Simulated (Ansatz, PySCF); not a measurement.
Si(CCH)(H)(Me)2 (C4H8Si), SMILES C#C[SiH](C)C. Atoms are numbered in the order given.

```xyz
13

Si    -0.3903    -0.4090     0.0000
C     -1.1618     0.3190     1.5543
C     -1.1618     0.3190    -1.5543
C      1.4204    -0.0498     0.0000
C      2.6112     0.2058     0.0000
H     -0.5558    -1.8927     0.0000
H     -2.2421     0.1031     1.5891
H     -0.6975    -0.1016     2.4599
H     -1.0278     1.4123     1.5779
H     -0.6975    -0.1016    -2.4599
H     -1.0278     1.4123    -1.5779
H     -2.2421     0.1031    -1.5891
H      3.6627     0.4285     0.0000
```
Charge 0, spin multiplicity 1.

Geometry: B3LYP-D3(BJ)/def2-SVP.

Two levels are set side by side: PBE-D3(BJ)/def2-SVP (Ansatz, an electronic-structure program) and B3LYP-D3(BJ)/def2-SVP (Ansatz). Each level has its own optimised geometry; the coordinates shown are those of the second. Frequencies come from the Hessian of PySCF at each geometry. Differences are taken from unrounded values.

```json
[
 {"quantity": "mean bond length (Å)", "B3LYP-D3(BJ)": "1.334", "PBE-D3(BJ)": "1.341", "PBE-D3(BJ) minus B3LYP-D3(BJ)": "0.007"},
 {"quantity": "bond Si1–C2 (Å)", "B3LYP-D3(BJ)": "1.882", "PBE-D3(BJ)": "1.888", "PBE-D3(BJ) minus B3LYP-D3(BJ)": "0.006"},
 {"quantity": "bond Si1–C3 (Å)", "B3LYP-D3(BJ)": "1.882", "PBE-D3(BJ)": "1.888", "PBE-D3(BJ) minus B3LYP-D3(BJ)": "0.006"},
 {"quantity": "bond Si1–C4 (Å)", "B3LYP-D3(BJ)": "1.846", "PBE-D3(BJ)": "1.849", "PBE-D3(BJ) minus B3LYP-D3(BJ)": "0.003"},
 {"quantity": "bond C4–C5 (Å)", "B3LYP-D3(BJ)": "1.218", "PBE-D3(BJ)": "1.229", "PBE-D3(BJ) minus B3LYP-D3(BJ)": "0.012"},
 {"quantity": "bond Si1–H6 (Å)", "B3LYP-D3(BJ)": "1.493", "PBE-D3(BJ)": "1.507", "PBE-D3(BJ) minus B3LYP-D3(BJ)": "0.014"},
 {"quantity": "bond C2–H7 (Å)", "B3LYP-D3(BJ)": "1.102", "PBE-D3(BJ)": "1.109", "PBE-D3(BJ) minus B3LYP-D3(BJ)": "0.007"},
 {"quantity": "bond C2–H8 (Å)", "B3LYP-D3(BJ)": "1.101", "PBE-D3(BJ)": "1.108", "PBE-D3(BJ) minus B3LYP-D3(BJ)": "0.007"},
 {"quantity": "bond C2–H9 (Å)", "B3LYP-D3(BJ)": "1.102", "PBE-D3(BJ)": "1.109", "PBE-D3(BJ) minus B3LYP-D3(BJ)": "0.007"},
 {"quantity": "bond C3–H10 (Å)", "B3LYP-D3(BJ)": "1.101", "PBE-D3(BJ)": "1.108", "PBE-D3(BJ) minus B3LYP-D3(BJ)": "0.007"},
 {"quantity": "bond C3–H11 (Å)", "B3LYP-D3(BJ)": "1.102", "PBE-D3(BJ)": "1.109", "PBE-D3(BJ) minus B3LYP-D3(BJ)": "0.007"},
 {"quantity": "bond C3–H12 (Å)", "B3LYP-D3(BJ)": "1.102", "PBE-D3(BJ)": "1.109", "PBE-D3(BJ) minus B3LYP-D3(BJ)": "0.007"},
 {"quantity": "bond C5–H13 (Å)", "B3LYP-D3(BJ)": "1.075", "PBE-D3(BJ)": "1.082", "PBE-D3(BJ) minus B3LYP-D3(BJ)": "0.008"},
 {"quantity": "highest harmonic wavenumber (cm⁻¹)", "B3LYP-D3(BJ)": "3456", "PBE-D3(BJ)": "3390", "PBE-D3(BJ) minus B3LYP-D3(BJ)": "-66"},
 {"quantity": "mean harmonic wavenumber (cm⁻¹)", "B3LYP-D3(BJ)": "1346", "PBE-D3(BJ)": "1310", "PBE-D3(BJ) minus B3LYP-D3(BJ)": "-35"},
 {"quantity": "zero-point energy (kcal/mol)", "B3LYP-D3(BJ)": "63.48", "PBE-D3(BJ)": "61.82", "PBE-D3(BJ) minus B3LYP-D3(BJ)": "-1.66"}
]
```

Exact exchange shortens and stiffens bonds; PBE has none. Differences between two approximate levels are no errors against the true value.
